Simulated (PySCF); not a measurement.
**Nuclear quadrupole coupling in `F[SiH2]O[SiH2]Cl`**

Species: ClFH4OSi2.
Cartesian coordinates in Å at the GFN2-xTB level; atoms count from 1:
```
atom  x, y, z in Å
F1    -1.6174    1.7814   -0.5825
Si2   -1.5818    0.2654   -0.0620
O3    -0.0536   -0.2223   -0.2134
Si4    1.5529   -0.3193   -0.0507
Cl5    1.9461   -0.9667    1.7998
H6    -2.3494   -0.5314   -0.9957
H7    -1.9538    0.3087    1.3376
H8     2.1178    1.0085   -0.2292
H9     1.9529   -1.3184   -1.0290
```

Field gradients from the PBE0/pcSseg-1 density (PySCF, non-relativistic), principal values in atomic units, ordered |Vxx| ≤ |Vyy| ≤ |Vzz|:

```csv
atom,Vxx,Vyy,Vzz
O3,-0.4692,-0.6008,1.0699
Cl5,-0.8723,-1.0856,1.9580
```

Find the asymmetry η = (Vxx − Vyy)/Vzz and the couplings χ = eQV/h (234.96 MHz × Q in barn × V in au), with Q(17O) = −0.0256 b, Q(35Cl) = −0.0817 b.

```csv
atom,environment,nucleus,η,χzz (MHz),χxx (MHz),χyy (MHz)
O3,siloxane oxygen,17O,0.12,-6.44,2.82,3.61
Cl5,silicon-bound chlorine,35Cl,0.11,-37.59,16.75,20.84
```

What is Vzz at O3 in SI units (1 au = 9.71736 × 10²¹ V/m²)?

1.0699 au = 10.397 × 10²¹ V/m².

And the gradient at the other heavy atoms, for which no coupling is worked out here?

| atom | environment | Vzz (au) | η |
| --- | --- | --- | --- |
| F1 | silicon-bound fluorine | 1.211 | 0.12 |
| Si2 | fluorine-bound silicon | -0.722 | 0.75 |
| Si4 | chlorine-bound silicon | -0.689 | 0.68 |

What couplings would deuterons (Q(2H) = 0.00286 b) have in place of the hydrogens, at this geometry?

```csv
atom,bonded to,bond length (Å),Vzz (au),η,χzz (kHz)
H6,Si2,1.448,0.1669,0.01,112
H7,Si2,1.449,0.1654,0.01,111
H8,Si4,1.454,0.1623,0.00,109
H9,Si4,1.454,0.1626,0.01,109
```

The structure is a single GFN2-xTB conformer in the gas phase; no vibrational or solvent corrections. GFN2-xTB bond lengths can be off by several hundredths of an ångström, more for odd bonds, and the gradients follow them. A larger basis could move these couplings by a tenth or more.
